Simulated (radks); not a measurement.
Results of a calculation; reference values are marked as such.
Neutral lanthanum inside a hard spherical wall (all orbitals vanish at R), configuration held at [Xe] 5d1 6s2 and not refilled when levels cross. Code: a radial shooting solver on a logarithmic mesh with Libxc functionals. Model: scalar-relativistic Kohn-Sham, PBE, spin-unpolarised, spherical densities, point nucleus. Eigenvalues in eV, with the zero of energy where the potential of the charges vanishes at infinity; a dash marks a level that is unbound or too diffuse for the functional's potential to be trusted. A positive occupied level is held by the wall or, in an anion where self-interaction has pushed it up, behind a barrier. The pressure on the wall is -dE/dV.

[
 {"R (bohr)": "free", "E (hartree)": "-8493.2854", "kinetic (hartree)": "8984.327", "e(5s)": "-38.924", "e(5p)": "-22.400", "e(6s)": "-3.680", "e(5d)": "-3.090", "e(6p, empty)": "-1.352", "e(7s, empty)": "-", "pressure (GPa)": "0"},
 {"R (bohr)": "20", "E (hartree)": "-8493.2854", "kinetic (hartree)": "8984.327", "e(5s)": "-38.924", "e(5p)": "-22.400", "e(6s)": "-3.680", "e(5d)": "-3.090", "e(6p, empty)": "-1.351", "e(7s, empty)": "0.014", "pressure (GPa)": "< 0.0001"},
 {"R (bohr)": "12", "E (hartree)": "-8493.2848", "kinetic (hartree)": "8984.333", "e(5s)": "-38.876", "e(5p)": "-22.353", "e(6s)": "-3.643", "e(5d)": "-3.049", "e(6p, empty)": "-1.240", "e(7s, empty)": "1.280", "pressure (GPa)": "0.00944"},
 {"R (bohr)": "8", "E (hartree)": "-8493.2593", "kinetic (hartree)": "8984.493", "e(5s)": "-38.038", "e(5p)": "-21.537", "e(6s)": "-2.892", "e(5d)": "-2.344", "e(6p, empty)": "0.107", "e(7s, empty)": "7.079", "pressure (GPa)": "0.877"},
 {"R (bohr)": "4", "E (hartree)": "-8491.9345", "kinetic (hartree)": "8989.636", "e(5s)": "-28.865", "e(5p)": "-12.781", "e(6s)": "16.094", "e(5d)": "8.044", "e(6p, empty)": "25.909", "e(7s, empty)": "71.942", "pressure (GPa)": "241"},
 {"R (bohr)": "3.5", "E (hartree)": "-8490.7115", "kinetic (hartree)": "8994.184", "e(5s)": "-24.230", "e(5p)": "-7.981", "e(6s)": "30.029", "e(5d)": "14.602", "e(6p, empty)": "42.827", "e(7s, empty)": "107.96", "pressure (GPa)": "671"},
 {"R (bohr)": "3", "E (hartree)": "-8487.9727", "kinetic (hartree)": "9003.836", "e(5s)": "-16.042", "e(5p)": "1.102", "e(6s)": "57.138", "e(5d)": "27.068", "e(6p, empty)": "74.134", "e(7s, empty)": "170.80", "pressure (GPa)": "2130"},
 {"R (bohr)": "2", "E (hartree)": "-8462.1460", "kinetic (hartree)": "9083.310", "e(5s)": "42.148", "e(5p)": "69.085", "e(6s)": "243.56", "e(5d)": "114.75", "e(6p, empty)": "275.49", "e(7s, empty)": "541.27", "pressure (GPa)": "37600"}
]
